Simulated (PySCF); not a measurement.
# Relaxation of quintet PtN₂

Computed with PySCF, UPBE0, basis Pt def2-TZVP with ECP60, N def2-TZVP (scalar-relativistic core potentials, no spin–orbit coupling, density fitting). A (50,194) grid was used.

A hand-made linear start, of D∞h symmetry, held to at least that symmetry:

```xyz
3
charge 0 multiplicity 5, angstrom
Pt    0.0000    0.0000    0.0000
N     0.0000    0.0000    1.7200
N     0.0000    0.0000   -1.7200
```

Problem. What does it relax to?

Solution. It ends at D∞h with Pt–N 1.809 Å (×2); N–Pt–N 180.0° (after a last refinement on a finer grid). A frequency run shows 1 imaginary mode, down to 330i cm⁻¹, so it is a saddle point. Other isomers or separated fragments may lie lower.

Problem. How much energy is released, and in how many steps?

Solution. 32.4 kJ/mol in 4 steps.

Open d and f shells are described by one determinant, and the ground state may have another occupation or spin. At this level a singlet minimum of C2v symmetry lies 623 kJ/mol below this structure. Spin–orbit coupling, left out here, can matter for elements this heavy.
